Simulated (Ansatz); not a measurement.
**Nudged elastic band run: Ba16O**

Input file:

```yaml
crystal:
  lattice:
    - [10.04, 0.0, 0.0]
    - [0.0, 10.04, 0.0]
    - [0.0, 0.0, 10.04]
  atoms:
    - { symbol: Ba, position: [0.00014626, -0.00208286, 0.03087287] }
    - { symbol: Ba, position: [0.50027731, -0.00426221, 0.00523009] }
    - { symbol: Ba, position: [0.00022756, 0.48452339, -0.01170093] }
    - { symbol: Ba, position: [0.00014654, -0.00198615, 0.46809814] }
    - { symbol: Ba, position: [0.26159733, 0.2658658, 0.24950448] }
    - { symbol: Ba, position: [0.50023101, 0.50935101, -0.00825757] }
    - { symbol: Ba, position: [0.50028041, -0.00422115, 0.49376512] }
    - { symbol: Ba, position: [0.73886767, 0.26594503, 0.24950838] }
    - { symbol: Ba, position: [0.00022552, 0.48441513, 0.51066542] }
    - { symbol: Ba, position: [0.2187725, 0.75277781, 0.2495955] }
    - { symbol: Ba, position: [0.25807059, 0.24119682, 0.74948005] }
    - { symbol: Ba, position: [0.50022675, 0.50928857, 0.50725117] }
    - { symbol: Ba, position: [0.78168443, 0.75270289, 0.24959677] }
    - { symbol: Ba, position: [0.74236311, 0.24126443, 0.74948399] }
    - { symbol: Ba, position: [0.24444374, 0.75465894, 0.74941892] }
    - { symbol: Ba, position: [0.75601955, 0.75462465, 0.74941581] }
    - { symbol: O, position: [0.00022761, 0.8754679, 0.2494854] }
basis:
  ecutwfc: 420.0
kpoints:
  mp_grid: { grid: [2, 2, 2] }
hamiltonian:
  xc: pbe
  dispersion: d3bj
scf:
  occupations: { method: gaussian, width: 0.15 }
  lower_state_search: "off"
neb:
  images: 5
  f_tol: 0.05
  initial_path: linear
  max_iterations: 32
  final_atoms:
    - { symbol: Ba, position: [0.0031827, 4.193e-05, 0.03095521] }
    - { symbol: Ba, position: [0.5155514, 6.453e-05, -0.01167392] }
    - { symbol: Ba, position: [0.00309075, 0.50005897, 0.00469749] }
    - { symbol: Ba, position: [0.00311247, 3.959e-05, 0.4681892] }
    - { symbol: Ba, position: [0.24812537, 0.21925791, 0.24973011] }
    - { symbol: Ba, position: [0.49278023, 0.50004222, -0.00874819] }
    - { symbol: Ba, position: [0.51573157, 6.415e-05, 0.51108846] }
    - { symbol: Ba, position: [0.7345372, 0.26131087, 0.24964651] }
    - { symbol: Ba, position: [0.00292054, 0.50006032, 0.49466617] }
    - { symbol: Ba, position: [0.24813397, 0.780854, 0.24973408] }
    - { symbol: Ba, position: [0.24725233, 0.24525514, 0.74953734] }
    - { symbol: Ba, position: [0.49297276, 0.50004265, 0.50810089] }
    - { symbol: Ba, position: [0.73451248, 0.73878653, 0.24964597] }
    - { symbol: Ba, position: [0.75802389, 0.25801733, 0.74972611] }
    - { symbol: Ba, position: [0.24727325, 0.75484303, 0.74953783] }
    - { symbol: Ba, position: [0.75800598, 0.7420864, 0.74972723] }
    - { symbol: O, position: [0.1263799, 1.00005815, 0.24955968] }
  order_check: true
```

Command:

```bash
$ ansatz run input.yaml --threads 4 --pin off --max-ram 10240MiB --backend cpu --events-out ev --progress --plain --runs-dir out
```

Output, in part (warnings, iteration lines):

```
NEB end point (image 0): max|allowed force component| = 6.831e-3 eV/Å (the criterion of neb.relax_end_points is 1.000e-2)
NEB end point (image 6): max|allowed force component| = 1.948e-2 eV/Å (the criterion of neb.relax_end_points is 1.000e-2)
NEB iter   1: max|band force component| = 3.011e-1 eV/Å  barrier→ = 0.2457 eV  barrier← = 0.2445 eV  CI = image 3  Δτ_max = 0.0606 Å  (56 SCF iters)
NEB iter   2: max|band force component| = 1.645e-1 eV/Å  barrier→ = 0.2326 eV  barrier← = 0.2315 eV  CI = image 3  Δτ_max = 0.0729 Å  (38 SCF iters)
NEB iter   3: max|band force component| = 7.633e-2 eV/Å  barrier→ = 0.2242 eV  barrier← = 0.2230 eV  CI = image 3  Δτ_max = 0.0545 Å  (35 SCF iters)
NEB iter   4: max|band force component| = 4.852e-2 eV/Å  barrier→ = 0.2196 eV  barrier← = 0.2185 eV  CI = image 3  Δτ_max = 0.0523 Å  (35 SCF iters)
NEB iter   5: max|band force component| = 8.982e-2 eV/Å  barrier→ = 0.2146 eV  barrier← = 0.2135 eV  CI = image 3  Δτ_max = 0.0743 Å  (7 SCF iters)
NEB iter   6: max|band force component| = 2.833e-2 eV/Å  barrier→ = 0.2136 eV  barrier← = 0.2125 eV  CI = image 3  Δτ_max = 0.0000 Å  (224 SCF iters)
```

The forces met the threshold. The band force fell under the threshold earlier too, but the program's further tests of the path sent the band on. By the program's own check the climbing image is a first-order saddle point (lowest curvatures found: -0.88 and 0.32 eV/Å²). Limits of this set-up: coarse k mesh.

Final band (atoms are numbered from 1 in the order of the input):

| image | path coordinate (Å) | energy (eV) | Ba13–O17 (Å) | Ba5–O17 (Å) |
| --- | --- | --- | --- | --- |
| 0 | 0.00 | 0.000 | 2.52 | 4.72 |
| 1 | 0.38 | 0.031 | 2.60 | 4.38 |
| 2 | 0.77 | 0.151 | 3.01 | 3.92 |
| 3 | 1.15 | 0.214 | 3.48 | 3.48 |
| 4 | 1.53 | 0.151 | 3.92 | 3.00 |
| 5 | 1.92 | 0.031 | 4.38 | 2.60 |
| 6 | 2.31 | 0.001 | 4.73 | 2.52 |

The run took 14 min on 4 threads of Intel(R) Xeon(R) Platinum 8488C (Sapphire Rapids) (shared host), peak memory 5 GiB.
